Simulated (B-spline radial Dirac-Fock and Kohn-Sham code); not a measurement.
How the settings move the core levels of Eu

ΔSCF core binding energies without Breit or QED terms, calculated with a B-spline atomic structure program. Keys: rel is the Hamiltonian (dirac, or spin-free x2c and nr, where L3 and M5 stand for the whole 2p and 3d shells), method is hf or an exchange,correlation pair (spin-unpolarised, also for the hole states), nuc the nuclear model, radius_factor scales its radius, rmax is the box in bohr, h the logarithmic mesh step, order the B-spline order, points the quadrature points per cell, c_factor scales the speed of light, and damp, ndamp, maxit and tol steer the iteration. The run stops when the commutator error falls below 10·tol·max(1, Z/10), or the numerical noise floor, and the energy has settled to about 1e-8 Ha; the virial ratio is −V/T.

Base input:

```json
{"items": [{"Z": 63, "q": 0, "cfg": [[1, 0, 2], [2, 0, 2], [2, 1, 6], [3, 0, 2], [3, 1, 6], [3, 2, 10], [4, 0, 2], [4, 1, 6], [4, 2, 10], [4, 3, 7], [5, 0, 2], [5, 1, 6], [6, 0, 2]], "A": 153, "rrms": 5.1115, "do": "settings", "holes": ["K", "L3", "M5"],
  "settings": [{"rel": "dirac", "method": "hf", "nuc": "fermi", "radius_factor": 1.0, "rmax": 45.0, "h": 0.3, "order": 8, "points": 10, "c_factor": 1.0, "maxit": 60, "damp": 0.5, "ndamp": 3, "tol": 1e-08}]}]}
```

The ground state converged in 13 iterations, with total energy -10846.48249 Ha, virial ratio 1.91988 and highest orbital energy -4.93 eV. ΔSCF binding energies: K (1s) 48725.6 eV, L3 (2p3/2) 6996.3 eV, M5 (3d5/2) 1137.1 eV.

Changes from the base run:

```tsv
changed setting	Δ total energy (Ha)	Δ K (eV)	Δ L3 (eV)	Δ M5 (eV)	iterations
c_factor = 0.8	-285.92187	+1902.94	+0.16	-15.42	12
radius_factor = 1.2	+0.29169	-3.30	+0.02	0.00	13
method = "pbe,pbe"	-4.90644	+35.19	-30.41	-7.05	11
method = "pw91,pw91"; h = 0.18; order = 6	-6.18813	+39.92	-29.17	-6.80	11
radius_factor = 0.8	-0.25055	+2.84	-0.02	0.00	13
rel = "x2c"; nuc = "gauss"; order = 6	?	?	?	?	?
rmax = 80.0	0.00000	0.00	0.00	0.00	13
h = 0.4	+0.00571	+0.01	+0.01	+0.01	13
tol = 0.0001	0.00000	0.00	0.00	0.00	11
method = "pw91,pw91"	-6.18809	+39.92	-29.17	-6.80	12
h = 0.18	-0.00006	0.00	0.00	0.00	12
h = 0.4; damp = 0.8; tol = 0.0001	+0.00571	+0.01	+0.01	+0.01	13
radius_factor = 0.8; order = 5; c_factor = 0.8	-286.42505	+1908.54	+0.13	-15.42	13
```

Question: What does the change rel = "x2c"; nuc = "gauss"; order = 6 do?

Answer: The total energy moves by +7.24870 Ha and the binding energies by K -47.87 eV, L3 +199.06 eV, M5 +11.43 eV; the run takes 13 iterations.
